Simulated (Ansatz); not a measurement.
Complex (SMILES): F (HF) with [H][H] (H2), atoms 1 to 2 the first; geometry from B3LYP-D3(BJ)/def2-TZVP, monomers rigid:
```xyz
4

F     -0.0503     0.0090    -0.4113
H     -0.1533    -0.6305     0.2513
H     -0.6250    -2.1461     1.4219
H     -0.1185    -1.7955     1.8432
```

How fast the counterpoise-corrected interaction energy converges with the basis for several methods (Ansatz, a quantum-chemistry and plane-wave program): deviation from each method's own reference, in kcal/mol. References: B3LYP -0.98 kcal/mol, the value in aug-cc-pV5Z; CCSD(T) -1.08 kcal/mol, Hartree-Fock in aug-cc-pVQZ plus the correlation part extrapolated as X^-3 from aug-cc-pVTZ and aug-cc-pVQZ; HF -0.26 kcal/mol, the value in aug-cc-pV5Z; MP2 -1.03 kcal/mol, Hartree-Fock in aug-cc-pV5Z plus the correlation part extrapolated as X^-3 from aug-cc-pVQZ and aug-cc-pV5Z; PBE -1.44 kcal/mol, the value in aug-cc-pV5Z. Cartesian d functions, on some or all atoms, in 6-31G*, 6-31G**; all else is spherical. In correlated methods cores are frozen. No added dispersion term, no relativity. 

```tsv
basis	functions	B3LYP	CCSD(T)	HF	MP2	PBE
def2-SV(P)	20	0.69	1.70	0.79	1.58	[?]
6-31G*	21	0.90	1.83	1.02	1.72	[?]
6-31G**	30	0.68	1.48	0.75	1.38	[?]
def2-TZVP	49	0.31	0.79	0.29	0.70	[?]
aug-pcseg-1	50	0.05	0.64	0.18	0.58	[?]
jun-cc-pV(T+d)Z	81	0.05	0.22	0.05	0.20	[?]
aug-pcseg-2	115	0.03	0.18	0.02	0.16	[?]
def2-QZVPPD	165	0.00	0.08	0.00	0.07	[?]
```

### Question
Complete the blanks.

### Answer

- def2-SV(P), PBE: 0.85
- 6-31G*, PBE: 1.02
- 6-31G**, PBE: 0.77
- def2-TZVP, PBE: 0.34
- aug-pcseg-1, PBE: 0.07
- jun-cc-pV(T+d)Z, PBE: 0.05
- aug-pcseg-2, PBE: 0.03
- def2-QZVPPD, PBE: 0.00

Mean absolute deviation over def2-TZVP, jun-cc-pV(T+d)Z, aug-pcseg-2: HF 0.12, B3LYP 0.13, PBE 0.14, MP2 0.35, CCSD(T) 0.40 kcal/mol.
